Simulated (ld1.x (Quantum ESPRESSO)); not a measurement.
## Configuration tests for aluminium (ultrasoft)

Al (Z = 13), ultrasoft, made with ld1.x (Quantum ESPRESSO) 7.5 (PBE, scalar-relativistic). Core [Ne], reference 3s1 3p2. Waves: 3s (bound): rcut 2.10, rcutus 2.40 bohr; 3s channel at -0.3 Ry: rcut 2.10, rcutus 2.40 bohr; 3p (bound): rcut 1.60, rcutus 1.80 bohr; 3p channel at 1.55 Ry: rcut 1.60, rcutus 1.80 bohr. Local part: all-electron potential smoothed inside 2.00 bohr (lloc = -2). Core correction: a·sin(br)/r model core inside 1.65 bohr. Augmentation charge: built from norm-conserving waves at rcut, not smoothed further.

Energies are relative to the spin-unpolarised reference configuration 3s1 3p2; without spin polarisation the order of configurations can differ from experiment.

(1) Give the all-electron excitation energy and the error of the potential for: 3s2 3p1; 3s2 3p0; 3s1 3p0; 3s2 3p0.5; 3s0 3p3; 3s1 3p1; 3s2 3p1.3.

Levels in the configuration 3s1 3p0:

| level | all-electron (eV) | pseudo (eV) |
| --- | --- | --- |
| 3s | -23.748 | -23.708 |

Answers

(1)

| valence configuration | charge | ΔE all-electron (eV) | error AE − PS (meV) |
| --- | --- | --- | --- |
| 3s2 3p1 | 0 | -5.139 | +1.8 |
| 3s2 3p0 | +1 | 0.622 | +3.6 |
| 3s1 3p0 | +2 | 19.847 | +9.3 |
| 3s2 3p0.5 | +0.5 | -3.054 | +2.6 |
| 3s0 3p3 | 0 | 5.311 | +3.7 |
| 3s1 3p1 | +1 | 6.432 | +0.3 |
| 3s2 3p1.3 | -0.3 | -5.714 | +1.5 |
